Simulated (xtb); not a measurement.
ZnH, SMILES [ZnH+] (connectivity only; charge and spin as stated), charge +1, multiplicity 1. All values are semi-empirical tight-binding results from xtb (GFN2-xTB unless named), good for trends rather than for accurate numbers. The structure is a stationary point at GFN2-xTB. The multiplicity is an assumed one; other spin states were not compared.

For metal compounds this method's bond lengths and energies can be far off.

Computed properties:
```json
{
 "point_group_as_xtb_finds_it": "C∞v",
 "orbital_gap": "4.56 eV"
}
```
